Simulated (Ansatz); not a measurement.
Steps of a relaxation of CH₄ClFOSn (`[CH3][Sn]([OH])([F])[Cl]`) with RKS PBE-D4/def2-SVP.

```sh
$ ansatz run in.yaml --threads 4 --pin off --events-out ev --progress --plain --max-ram 10444MiB
```

```yaml
crystal:
  periodic: [false, false, false]
  atoms:
    - {symbol: C, position_ang: [-1.300900, -0.049700, -0.170500]}
    - {symbol: Sn, position_ang: [0.785200, -0.010900, -0.325800]}
    - {symbol: O, position_ang: [1.520000, -0.893300, 1.259200]}
    - {symbol: F, position_ang: [1.404700, -0.959400, -1.927000]}
    - {symbol: Cl, position_ang: [1.568400, 2.204300, -0.456000]}
    - {symbol: H, position_ang: [-1.657000, 0.559200, 0.730500]}
    - {symbol: H, position_ang: [-1.751300, 0.496600, -1.071500]}
    - {symbol: H, position_ang: [-1.678900, -1.032700, -0.135800]}
    - {symbol: H, position_ang: [1.198300, -0.360400, 2.079700]}
basis:
  gaussian: {orbitals: def2-SVP}
hamiltonian: {xc: pbe, dispersion: d4}
relax: {f_tol: 0.03, max_steps: 200}
```

Positions (Å) and forces (eV/Å) along the path, 14 of 35 steps:

```xyz
9
step=1 energy=-24202.4660 eV
C    -1.301   -0.050   -0.171   -1.212    3.243   -0.437
Sn    0.785   -0.011   -0.326    0.026    0.239   -0.679
O     1.520   -0.893    1.259   -0.044    0.561    2.291
F     1.405   -0.959   -1.927    0.014    0.114    0.328
Cl    1.568    2.204   -0.456    0.120    0.116   -0.065
H    -1.657    0.559    0.731    0.530   -0.703   -0.680
H    -1.751    0.497   -1.071    0.468   -0.626    0.746
H    -1.679   -1.033   -0.136   -0.621   -1.865    0.130
H     1.198   -0.360    2.080    0.718   -1.079   -1.632
9
step=3 energy=-24202.7435 eV
C    -1.441    0.009   -0.225   -0.073    0.009   -0.191
Sn    0.714    0.005   -0.245    0.055   -0.071    0.307
O     1.619   -0.947    1.274   -0.160    0.614    0.597
F     1.410   -0.975   -1.778   -0.050   -0.005   -0.032
Cl    1.581    2.200   -0.416   -0.009   -0.003    0.008
H    -1.824    0.559    0.661    0.149   -0.042   -0.129
H    -1.754    0.511   -1.166   -0.047   -0.095    0.191
H    -1.787   -1.044   -0.206    0.033    0.106   -0.030
H     1.571   -0.364    2.082    0.102   -0.513   -0.720
9
step=4 energy=-24202.7631 eV
C    -1.464    0.012   -0.264    0.044   -0.105    0.080
Sn    0.684   -0.041   -0.176    0.167    0.433   -0.407
O     1.618   -0.958    1.322   -0.027    0.034    0.234
F     1.364   -0.989   -1.750   -0.076    0.042    0.177
Cl    1.537    2.190   -0.361   -0.106   -0.316    0.087
H    -1.837    0.563    0.619   -0.012   -0.035    0.000
H    -1.754    0.532   -1.194    0.040    0.014   -0.039
H    -1.826   -1.033   -0.269   -0.060    0.020    0.021
H     1.765   -0.323    2.056    0.030   -0.086   -0.152
9
step=7 energy=-24202.7917 eV
C    -1.472    0.002   -0.273    0.062    0.012   -0.017
Sn    0.676   -0.016   -0.195   -0.045    0.065    0.132
O     1.501   -0.951    1.363   -0.433   -0.544   -0.511
F     1.380   -0.993   -1.728    0.029   -0.002   -0.071
Cl    1.559    2.185   -0.275   -0.006   -0.081    0.004
H    -1.849    0.574    0.594    0.015    0.005    0.014
H    -1.763    0.496   -1.216   -0.038    0.000   -0.032
H    -1.838   -1.039   -0.244   -0.001   -0.035   -0.008
H     1.895   -0.305    1.956    0.417    0.580    0.489
9
step=9 energy=-24202.8139 eV
C    -1.485   -0.004   -0.284   -0.054    0.010   -0.025
Sn    0.655   -0.012   -0.188    0.026   -0.011    0.048
O     1.446   -0.935    1.392    0.035    0.110    0.181
F     1.380   -0.953   -1.739    0.006   -0.006   -0.025
Cl    1.615    2.147   -0.208    0.005    0.072   -0.014
H    -1.864    0.597    0.564    0.009   -0.013   -0.016
H    -1.793    0.447   -1.246    0.019   -0.022    0.027
H    -1.842   -1.049   -0.211    0.010    0.011   -0.003
H     1.975   -0.284    1.904   -0.057   -0.151   -0.173
9
step=10 energy=-24202.8287 eV
C    -1.492   -0.005   -0.287   -0.019    0.019   -0.007
Sn    0.648    0.008   -0.174    0.009   -0.060   -0.027
O     1.378   -0.919    1.433    0.138    0.212    0.165
F     1.400   -0.938   -1.714   -0.014    0.024    0.021
Cl    1.623    2.161   -0.222   -0.003    0.029    0.008
H    -1.882    0.594    0.556    0.003   -0.006   -0.008
H    -1.801    0.437   -1.252    0.016   -0.015    0.007
H    -1.834   -1.054   -0.209    0.006    0.001   -0.004
H     2.047   -0.331    1.852   -0.136   -0.203   -0.155
9
step=11 energy=-24202.8442 eV
C    -1.498   -0.003   -0.293    0.008   -0.012    0.022
Sn    0.640    0.029   -0.149   -0.034    0.017    0.020
O     1.325   -0.885    1.486    0.107    0.147    0.052
F     1.409   -0.917   -1.678    0.039   -0.018   -0.033
Cl    1.604    2.190   -0.230   -0.010   -0.026    0.018
H    -1.908    0.615    0.527   -0.009    0.003   -0.003
H    -1.794    0.405   -1.276    0.016    0.001   -0.002
H    -1.829   -1.053   -0.190   -0.003    0.002    0.002
H     2.141   -0.428    1.786   -0.115   -0.114   -0.077
9
step=13 energy=-24202.8503 eV
C    -1.495   -0.002   -0.287    0.008    0.006   -0.003
Sn    0.640    0.050   -0.148   -0.068    0.012    0.005
O     1.281   -0.854    1.504   -0.292   -0.084   -0.014
F     1.453   -0.902   -1.649    0.037   -0.018   -0.050
Cl    1.564    2.224   -0.254    0.018    0.000    0.017
H    -1.907    0.642    0.511   -0.008    0.004    0.002
H    -1.788    0.376   -1.283   -0.015    0.006   -0.019
H    -1.825   -1.048   -0.154    0.000   -0.016    0.008
H     2.166   -0.533    1.742    0.320    0.090    0.053
9
step=14 energy=-24202.7704 eV rejected
C    -1.513   -0.004   -0.296   -0.049    0.019   -0.036
Sn    0.616    0.070   -0.130    0.065    0.067    0.050
O     1.232   -0.750    1.579    2.422    0.140    0.097
F     1.486   -0.886   -1.602    0.000   -0.022    0.010
Cl    1.572    2.230   -0.229   -0.020    0.029   -0.042
H    -1.943    0.657    0.479    0.004   -0.014   -0.012
H    -1.798    0.343   -1.306   -0.005   -0.008    0.019
H    -1.831   -1.051   -0.138   -0.002    0.008    0.006
H     2.268   -0.654    1.626   -2.414   -0.218   -0.093
9
step=16 energy=-24202.8540 eV rejected
C    -1.506    0.001   -0.295   -0.089   -0.001    0.025
Sn    0.624    0.077   -0.120    0.063    0.002   -0.060
O     1.263   -0.806    1.548    0.517    0.076    0.051
F     1.482   -0.866   -1.610   -0.016    0.023    0.032
Cl    1.548    2.254   -0.220   -0.016   -0.020    0.001
H    -1.941    0.705    0.440    0.022   -0.040   -0.048
H    -1.790    0.290   -1.325    0.034   -0.018    0.057
H    -1.829   -1.036   -0.077    0.017    0.056   -0.009
H     2.238   -0.664    1.641   -0.533   -0.080   -0.049
9
step=17 energy=-24202.8571 eV
C    -1.504   -0.002   -0.293    0.012    0.007    0.023
Sn    0.629    0.074   -0.127   -0.029    0.000   -0.002
O     1.265   -0.819    1.536    0.039    0.017    0.007
F     1.462   -0.867   -1.627    0.031   -0.013   -0.022
Cl    1.561    2.246   -0.222   -0.001    0.001    0.004
H    -1.932    0.695    0.451   -0.013   -0.006   -0.015
H    -1.786    0.297   -1.318    0.003    0.001    0.008
H    -1.824   -1.040   -0.086    0.000    0.008    0.006
H     2.217   -0.631    1.669   -0.041   -0.016   -0.009
9
step=19 energy=-24202.8587 eV
C    -1.504    0.001   -0.289    0.022    0.001   -0.004
Sn    0.630    0.076   -0.127   -0.012    0.010   -0.011
O     1.261   -0.834    1.527    0.000    0.004   -0.009
F     1.494   -0.833   -1.633   -0.007    0.011    0.016
Cl    1.524    2.265   -0.188    0.008   -0.003    0.001
H    -1.930    0.764    0.388    0.003   -0.007   -0.004
H    -1.777    0.214   -1.338   -0.015   -0.011   -0.002
H    -1.832   -1.013    0.006   -0.011    0.004    0.002
H     2.222   -0.686    1.637    0.011   -0.009    0.011
9
step=25 energy=-24202.8621 eV
C    -1.502    0.001   -0.289   -0.044   -0.012   -0.008
Sn    0.630    0.096   -0.125   -0.007    0.003    0.000
O     1.259   -0.876    1.495   -0.003    0.000   -0.007
F     1.500   -0.753   -1.661    0.001    0.007    0.004
Cl    1.516    2.289   -0.102    0.004   -0.004    0.001
H    -1.932    0.869    0.245    0.019   -0.033   -0.026
H    -1.772    0.029   -1.361    0.013   -0.008    0.053
H    -1.833   -0.948    0.176    0.011    0.049   -0.019
H     2.223   -0.753    1.605    0.006   -0.002    0.003
9
step=35 energy=-24202.8677 eV
C    -1.505    0.001   -0.286    0.025    0.010    0.003
Sn    0.627    0.122   -0.113   -0.019   -0.009    0.009
O     1.270   -0.970    1.423    0.020    0.006   -0.007
F     1.510   -0.585   -1.711    0.002   -0.001   -0.008
Cl    1.483    2.317    0.090    0.002    0.012   -0.001
H    -1.927    1.006   -0.113   -0.003    0.009    0.002
H    -1.745   -0.356   -1.304   -0.004   -0.010   -0.010
H    -1.862   -0.714    0.477   -0.006   -0.008    0.006
H     2.238   -0.867    1.521   -0.017   -0.008    0.007
```

Hardware: 4 threads of an Arm Neoverse V2 on a shared host. Wall time 41 s, peak host memory 0.19 GiB.
